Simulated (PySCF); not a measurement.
Gas-phase reaction: GeHF₃ + HF = GeH₂F₂ + 2 F

Method: PySCF energies plus ideal-gas RRHO corrections (1 bar). † marks an energy on the PBE0/def2-TZVP geometry and frequencies. Open shells (unrestricted): F (multiplicity 2); the rest are closed-shell singlets. Spin-orbit splitting is ignored; it lowers the true energy and changes the entropy of F. Ge: all electrons, no relativistic terms. GeHF₃, GeH₂F₂: computed as isolated molecules; such fragments, hydroxides, amides, oligomers or adducts are transient or little studied in the gas.

PBE0/def2-SVP† gives ΔH°(298 K) = 710 kJ.

### Question
What do LDA/def2-TZVP†, HF/def2-TZVP†, PBE0/def2-QZVP† give?

### Answer
LDA/def2-TZVP†: 903 kJ; HF/def2-TZVP†: 491 kJ; PBE0/def2-QZVP†: 739 kJ. For scale, ΔH°(298 K) is 710 kJ at this level, 744 kJ at ωB97M-V/def2-TZVP†, and runs from 448 to 903 kJ over the 20 levels computed.
